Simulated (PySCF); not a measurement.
**Electronic structure of Ba⁺ (barium, charge +1) at the UHF level**

Configuration: [Xe] 6s1, 2S determinant. Computed with PySCF 2.14 in def2-TZVPPD with the def2 core potential (46 electrons), with a scalar-relativistic core potential.

```
Total energy             : -24.938251 hartree
One-electron energy      : -39.2262 hartree
Hartree (Coulomb) energy : 17.3829 hartree
Exchange energy          : -3.0950 hartree
⟨S²⟩                     : 0.7504
⟨L²⟩                     : 0.000
Sum of ⟨r⟩               : 19.79 bohr
Sum of ⟨r²⟩              : 55.10 bohr²
```

```
shell  electrons  mean orbital energy (hartree)  rms radius, mean of both spins (bohr)
 5s α          1                       -1.83238                                   1.77
 5s β          1                       -1.82467                                   1.77
 5p α          3                       -1.11042                                   2.07
 5p β          3                       -1.10595                                   2.07
 6s α          1                       -0.34422                                   4.82
```

Energies and moments cover only the electrons outside the core potential. Spin-orbit coupling, which splits the p, d and f shells strongly at this Z, is absent.
